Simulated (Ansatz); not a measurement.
A nudged elastic band was laid between two geometries of C$_{2}$H$_{8}$B$_{2}$Si (13 atoms, charge 0, multiplicity 1).

These are results of RKS r2SCAN-D4/def2-SVP (Ansatz), not measurements.

- movable images: 7
- climbing image: yes
- spring: 2.0 to 10.0 eV/Å², energy-weighted
- optimiser: quadratic models (default)
- start path: IDPP
- force threshold: 0.05 eV/Å
- iteration limit: 46
- end points: relaxed

Image 0:

```xyz
13
Properties=species:S:1:pos:R:3
Si -2.188 -0.122 0.664
B -0.538 1.042 0.800
B 0.686 0.412 0.017
C 1.440 0.090 -1.327
C 1.852 -0.640 -0.094
H -1.986 -1.368 -0.143
H -2.642 -0.542 2.030
H -3.306 0.648 0.026
H -0.620 2.064 1.436
H 2.087 0.882 -1.721
H 0.865 -0.439 -2.096
H 2.793 -0.367 0.397
H 1.578 -1.694 0.024
```

Image 8:

```xyz
13
Properties=species:S:1:pos:R:3
Si -2.184 -0.126 0.675
B -0.536 1.041 0.804
B 0.687 0.413 0.016
C 1.855 -0.635 -0.103
C 1.430 0.091 -1.334
H -1.981 -1.375 -0.128
H -2.633 -0.542 2.044
H -3.307 0.636 0.037
H -0.620 2.065 1.436
H 1.587 -1.690 0.021
H 2.800 -0.357 0.379
H 0.850 -0.441 -2.097
H 2.072 0.884 -1.734
```

(1) Which bonds break or form, and what moves?

(2) Give the energies along the band, and the barrier.

(3) What is the geometry of the highest image?

## Answers

(1) No bond is made or broken.  The two ends are copies of one structure, up to a mirror image or an exchange of like atoms.

(2) It converged. The highest image is number 4 of 0 to 8, 1.04 eV above the ends, which have the same energy within 2 meV. Another band between the same ends (7 images) ends at a top of the same energy, where a vibrational analysis finds 2 clearly imaginary modes.

| image | path coordinate (Å) | energy (eV) |
| --- | --- | --- |
| 0 | 0.00 | 0.00 |
| 1 | 2.10 | 0.13 |
| 2 | 3.27 | 0.45 |
| 3 | 4.05 | 0.80 |
| 4 | 4.69 | 1.04 |
| 5 | 5.32 | 0.81 |
| 6 | 6.09 | 0.47 |
| 7 | 7.22 | 0.15 |
| 8 | 9.22 | 0.00 |

(3) 
```xyz
13
Properties=species:S:1:pos:R:3
Si -1.967 -0.337 1.625
B -0.801 0.867 0.501
B 0.529 0.326 -0.469
C 1.684 0.613 -1.444
C 1.417 -0.825 -0.968
H -1.578 -1.781 1.653
H -2.010 0.163 3.041
H -3.374 -0.249 1.104
H -1.097 2.043 0.529
H 2.589 1.121 -1.085
H 1.464 0.862 -2.490
H 2.142 -1.289 -0.286
H 1.022 -1.548 -1.695
```

Time of the run: 6.4 min on 2 threads of Arm Neoverse V1, on a shared host, peak memory 0.17 GiB.
